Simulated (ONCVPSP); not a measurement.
## PBEsol ONCV dataset for thallium (Tl), scalar-relativistic all-electron reference.

The input file (ONCVPSP 4.0.1):

```
# ATOM AND REFERENCE CONFIGURATION
# atsym  z   nc   nv     iexc    psfile
  Tl 81.00   10    5  -116133      upf
#
#   n    l    f
    1    0    2.00
    2    0    2.00
    2    1    6.00
    3    0    2.00
    3    1    6.00
    3    2   10.00
    4    0    2.00
    4    1    6.00
    4    2   10.00
    4    3   14.00
    5    0    2.00
    5    1    6.00
    5    2   10.00
    6    0    2.00
    6    1    1.00
#
# PSEUDOPOTENTIAL AND OPTIMIZATION
# lmax
    2
#
#   l,   rc,      ep,       ncon, nbas, qcut
    0    1.55    0.00    3    7    8.00
    1    1.50    0.00    4    7    7.10
    2    1.45    0.00    5   10    5.80
#
# LOCAL POTENTIAL
# lloc, lpopt,  rc(5),   dvloc0
    4    5    1.15    0.00
#
# VANDERBILT-KLEINMAN-BYLANDER PROJECTORs
# l, nproj, debl
    0    2    3.30
    1    2    2.90
    2    1    0.50
#
# MODEL CORE CHARGE
# icmod, fcfact, rcfact
    0    0.00    0.00
#
# LOG DERIVATIVE ANALYSIS
# epsh1, epsh2, depsh
   -6.00    5.00    0.04
#
# OUTPUT GRID
# rlmax, drl
    6.00    0.01
#
# TEST CONFIGURATIONS
# ncnf
    4
# nvcnf
#   n    l    f
    5
    5    0    2.00
    5    1    6.00
    5    2   10.00
    6    0    2.00
    6    1    0.00
#
    5
    5    0    2.00
    5    1    6.00
    5    2   10.00
    6    0    1.00
    6    1    0.00
#
    5
    5    0    2.00
    5    1    6.00
    5    2   10.00
    6    0    0.00
    6    1    0.00
#
    5
    5    0    2.00
    5    1    6.00
    5    2   10.00
    6    0    0.00
    6    1    3.00
#
```

Command:

```bash
oncvpsp.x < Tl.dat > Tl.out
```

Output (shortened: citation, most of the input echo, consistency checks and plot data are left out):

```
ONCVPSP  (Optimized Norm-Conservinng Vanderbilt PSeudopotential)
scalar-relativistic version 4.0.1

#   n    l    f        energy (Ha)
    1    0    2.00    -3.1460757E+03
    2    0    2.00    -5.6016000E+02
    2    1    6.00    -4.8175610E+02
    3    0    2.00    -1.3369848E+02
    3    1    6.00    -1.1113944E+02
    3    2   10.00    -8.7782384E+01
    4    0    2.00    -2.9827051E+01
    4    1    6.00    -2.2433544E+01
    4    2   10.00    -1.3775434E+01
    4    3   14.00    -4.1922453E+00
    5    0    2.00    -4.8156683E+00
    5    1    6.00    -2.7961517E+00
    5    2   10.00    -5.6884188E-01
    6    0    2.00    -3.5266879E-01
    6    1    1.00    -8.6771600E-02

Reference configufation results
  iterations    25
  all-electron total energy (Ha)   -2.02404691D+04

Begin loop to  construct optimized pseudo wave functions
and semi-local pseudopoentials for all angular momenta

Calculating optimized projector #   1

 for l=   0

    Fraction of norm inside rc  0.979216
    Optimizing pswf for qcut=   8.00 a_B^-1,  ecut=  32.01 Ha
    Residual kinetic energy error=  2.76D-06 Ha

    Energy error per electron        Cutoff
         Ha          eV             Ha
         0.01000     0.27211       16.03
         0.00100     0.02721       22.15
         0.00010     0.00272       26.20
         0.00001     0.00027       29.96

Calculating optimized projector #   2

 for l=   0

    Fraction of norm inside rc  0.114980
    Optimizing pswf for qcut=   8.00 a_B^-1,  ecut=  32.01 Ha
    Residual kinetic energy error=  5.40D-06 Ha

    Energy error per electron        Cutoff
         Ha          eV             Ha
         0.01000     0.27211       14.28
         0.00100     0.02721       22.18
         0.00010     0.00272       26.94
         0.00001     0.00027       30.97

Calculating optimized projector #   1

 for l=   1

    Fraction of norm inside rc  0.915410
    Optimizing pswf for qcut=   7.09 a_B^-1,  ecut=  25.15 Ha
    Residual kinetic energy error=  1.18D-04 Ha

    Energy error per electron        Cutoff
         Ha          eV             Ha
         0.01000     0.27211       13.21
         0.00100     0.02721       16.25
         0.00010     0.00272       27.28
         0.00001     0.00027       66.55

Calculating optimized projector #   2

 for l=   1

    Fraction of norm inside rc  0.026295
    Optimizing pswf for qcut=   7.09 a_B^-1,  ecut=  25.15 Ha
    Residual kinetic energy error=  6.08D-05 Ha

    Energy error per electron        Cutoff
         Ha          eV             Ha
         0.01000     0.27211        9.67
         0.00100     0.02721       13.31
         0.00010     0.00272       21.80
         0.00001     0.00027       54.24

Calculating optimized projector #   1

 for l=   2

    Fraction of norm inside rc  0.617676
    Optimizing pswf for qcut=   5.81 a_B^-1,  ecut=  16.89 Ha
    Residual kinetic energy error=  1.43D-02 Ha

    Energy error per electron        Cutoff
         Ha          eV             Ha
         0.01000     0.27211       17.72
         0.00100     0.02721       54.14
         0.00010     0.00272      158.74
         0.00001     0.00027      181.55

Construct Vanderbilt / Kleinmman-Bylander projectors

B matrix Hermiticity error, ll=   0
   1   2    9.7695E-04

  Orthonormal projector coefficients  1.3610E+01  2.4320E+00

B matrix Hermiticity error, ll=   1
   1   2    3.1788E-04

  Orthonormal projector coefficients  9.8329E+00  1.8260E+00

Pseudoatom total energy -173.957518

Diagnostic tests using Vanderbilt-Kleinman-Bylander pseudopotentials
  1 or more projectors used as specified by nproj input data

   l    rcore       rmatch      e in        delta e   norm test  slope test

   0   1.5548443   1.6020527  -4.8156683   0.0000135   1.0003393   1.0003101
   0   1.5548443   1.6020527  -0.3526688   0.0000125   1.0000685   1.0000224

   1   1.5000268   1.5455709  -2.7961517  -0.0000004   1.0002460   1.0002516
   1   1.5000268   1.5455709  -0.0867716   0.0000058   1.0000798   1.0000673

   2   1.4558248   1.5000268  -0.5688419  -0.0000056   0.9999996   1.0000165

 Testing for bound ghosts
   n   l    E NL Schr. Eq   E Basis Diag.   E Cutoff

   1   0       -4.815655       -4.815661     79.21
   2   0       -0.352656       -0.323753     79.21

   2   1       -2.796152       -2.796150     99.64
   3   1       -0.086766        0.055459     99.64

   3   2       -0.568847       -0.566758    209.08

 Testing for highly-localized positive-energy ghosts
       l    <radius>/rc     E Basis Diag.   E Cutoff

       0        0.654773        6.022875     79.21  WARNING - GHOST(+)

Test configuration 0

   n   l     f        eae           eps        diff
   1   0  2.0000-3146.07569238
   2   0  2.0000 -560.16000294
   2   1  6.0000 -481.75609672
   3   0  2.0000 -133.69848216
   3   1  6.0000 -111.13944245
   3   2 10.0000  -87.78238375
   4   0  2.0000  -29.82705092
   4   1  6.0000  -22.43354424
   4   2 10.0000  -13.77543432
   4   3 14.0000   -4.19224533
   5   0  2.0000   -4.81566826   -4.81565481    1.35D-05
   5   1  6.0000   -2.79615169   -2.79615212   -4.22D-07
   5   2 10.0000   -0.56884188   -0.56884749   -5.62D-06
   6   0  2.0000   -0.35266879   -0.35265626    1.25D-05
   6   1  1.0000   -0.08677160   -0.08676577    5.83D-06

    Total energies and differences
      AE_ref= -2.02404691D+04  AE_tst= -2.02404691D+04  dif=  0.00D+00
      PS_ref= -1.73957518D+02  PS_tst= -1.73957518D+02  dif=  2.56D-13
      PSP excitation error= -2.56D-13

Test configuration 1

   n   l     f        eae           eps        diff
   1   0  2.0000-3146.34542310
   2   0  2.0000 -560.42876149
   2   1  6.0000 -482.02493616
   3   0  2.0000 -133.96714313
   3   1  6.0000 -111.40811385
   3   2 10.0000  -88.05099417
   4   0  2.0000  -30.09571251
   4   1  6.0000  -22.70220707
   4   2 10.0000  -14.04407601
   4   3 14.0000   -4.46088031
   5   0  2.0000   -5.08443951   -5.08468879   -2.49D-04
   5   1  6.0000   -3.06532999   -3.06542664   -9.67D-05
   5   2 10.0000   -0.83724118   -0.83723594    5.24D-06
   6   0  2.0000   -0.60185733   -0.60185320    4.13D-06

    Total energies and differences
      AE_ref= -2.02404691D+04  AE_tst= -2.02402799D+04  dif=  1.89D-01
      PS_ref= -1.73957518D+02  PS_tst= -1.73768254D+02  dif=  1.89D-01
      PSP excitation error= -8.51D-05

Test configuration 2

   n   l     f        eae           eps        diff
   1   0  2.0000-3146.73903039
   2   0  2.0000 -560.81894666
   2   1  6.0000 -482.41520015
   3   0  2.0000 -134.35760491
   3   1  6.0000 -111.79858084
   3   2 10.0000  -88.44123011
   4   0  2.0000  -30.48633057
   4   1  6.0000  -23.09277429
   4   2 10.0000  -14.43450406
   4   3 14.0000   -4.85124756
   5   0  2.0000   -5.47461414   -5.47693887   -2.32D-03
   5   1  6.0000   -3.45567489   -3.45650829   -8.33D-04
   5   2 10.0000   -1.21979812   -1.21969641    1.02D-04
   6   0  1.0000   -0.93435199   -0.93455225   -2.00D-04

    Total energies and differences
      AE_ref= -2.02404691D+04  AE_tst= -2.02395139D+04  dif=  9.55D-01
      PS_ref= -1.73957518D+02  PS_tst= -1.73001901D+02  dif=  9.56D-01
      PSP excitation error= -4.42D-04

Test configuration 3

psatom: WARNING lschvkbb convergence error n,l,iter=   3   1   4
ea(ii),et,emin,emax -9.435671E-02 -1.037924E-01 -1.037924E-01 -1.037924E-01
run_config: WARNING for fully non-local PS atom, stg. 1
 WARNING no output for configuration 4

Test configuration 4

   n   l     f        eae           eps        diff
   1   0  2.0000-3146.21378716
   2   0  2.0000 -560.29533960
   2   1  6.0000 -481.89131649
   3   0  2.0000 -133.83491845
   3   1  6.0000 -111.27585953
   3   2 10.0000  -87.91854511
   4   0  2.0000  -29.96405159
   4   1  6.0000  -22.57049393
   4   2 10.0000  -13.91225173
   4   3 14.0000   -4.32907515
   5   0  2.0000   -4.95298271   -4.95537984   -2.40D-03
   5   1  6.0000   -2.93342880   -2.93423086   -8.02D-04
   5   2 10.0000   -0.69713069   -0.69693678    1.94D-04
   6   1  3.0000   -0.14354782   -0.14356082   -1.30D-05

    Total energies and differences
      AE_ref= -2.02404691D+04  AE_tst= -2.02399071D+04  dif=  5.62D-01
      PS_ref= -1.73957518D+02  PS_tst= -1.73395246D+02  dif=  5.62D-01
      PSP excitation error= -2.72D-04
```

The run took about 2.8 s on one core of a shared server CPU.
